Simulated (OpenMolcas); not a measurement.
# La III: effect of the IPEA shift

| Item | Value |
| --- | --- |
| Program | OpenMolcas 26.06 |
| Basis | ANO-RCC-VTZP [8s7p5d3f2g1h] |
| Scalar Hamiltonian | DKH2, point nucleus |
| Active space | 1 electron in 9 orbitals (RAS2 5d 6s; RAS3 6p, at most 1 electron) |
| State averaging | 2S+1 = 2 even, 6 roots; 2S+1 = 2 odd, 3 roots |
| Spin-orbit coupling | RASSI with atomic mean-field integrals over the reference wave functions, term energies averaged over their components |

Methods on the same reference wave functions:
A. RASSCF
B. SS-RASPT2, IPEA 0 Eh, imaginary shift 0.1 Eh (closed shells correlated: 5s 5p)
C. SS-RASPT2, IPEA 0.25 Eh, imaginary shift 0.1 Eh (closed shells correlated: 5s 5p)

Energies in cm⁻¹ above 5d ²D_3/2, the measured ground level; measured values from Martin, Zalubas and Hagan, Atomic Energy Levels: The Rare-Earth Elements, NSRDS-NBS 60 (1978).

| Level | A | B | C | Measured |
| --- | --- | --- | --- | --- |
| 5d ²D_3/2 | 0.0 | 0.0 | 0.0 | 0.0 |
| 5d ²D_5/2 | 1593 | 1593 | 1593 | 1603 |
| 6s ²S_1/2 | 13462 | 14401 | 14396 | 13591 |
| 6p ²P°_1/2 | 39546 | 42805 | 42604 |  |
| 6p ²P°_3/2 | 41603 | 44862 | 44661 |  |

Deviations, from unrounded energies. A percentage is the sum of absolute deviations over the sum of measured energies, with the sign that they share, or ± where signs differ.

| Against measurement | Levels | A | B | C |
| --- | --- | --- | --- | --- |
| mean absolute deviation (cm-1) | 2 | 70 | 410 | 410 |
| fine structure of the ground term (%) | 1 | -0.6 | -0.6 | -0.6 |
| other configurations (%) | 1 | -1.0 | +6.0 | +5.9 |

A lies closest to measurement on these levels and B furthest from it. The largest miss of A in the table is 6s ²S_1/2, by -130 cm-1. The ranking rests on the paired levels alone, and a cruder setting can come out closer through cancelling errors.

Between B and C the level of the table that moves most is 6p ²P°_1/2, by 200 cm-1 (lowest in C, highest in B).

The lowest spin-free term lies below A's lowest term by 0.209 hartree in B, 0.206 hartree in C.

With one active electron the reference holds no correlation, so core polarisation is missing (holds for A). With one active electron, CASPT2 adds the correlation within the correlated inactive shells and between them and that electron, and leaves the splitting within a term as the reference gives it (holds for B; C). Measured partners are found by configuration, term and J. A level has none where our copy of the source lacks it or the pairing is in doubt (some pairs that miss far off the trend of their configuration count as doubtful), and it then counts in no deviation. Only configurations of the active space appear.

° marks odd parity.
